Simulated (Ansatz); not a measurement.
Basis-set extrapolation for AlBH7NSi, SMILES `[BH2][Al]([NH2])[SiH3]` (PBE0-D4/def2-TZVP geometry, frozen core, Ansatz 0.2.0). Multiplicity 1, RHF reference.

```tsv
	def2-TZVPP	def2-QZVPP
HF	-614.103759	-614.123922
MP2 correlation	-0.518248	-0.554851
CCSD(T) correlation	-0.597578	not run
```

Energies in hartree. Use E(X) = E(∞) + A·exp(−7.88·√X) for Hartree–Fock and E(X) = E(∞) + B·X^(−2.97) for correlation, with X = 3 and 4, and add CCSD(T) minus MP2 of the smaller set to the MP2 limit.

Problem. What is the CCSD(T) energy at the basis-set limit?

Solution. HF limit: -614.123922 + (-0.020163) × 0.13774 = -614.12670. MP2 limit: -0.554851 + (-0.036603) × 0.74074 = -0.58196. Higher-order term: -0.597578 − (-0.518248) = -0.07933. Total: -614.78799 hartree, 2.36 eV below CCSD(T)/def2-TZVPP.
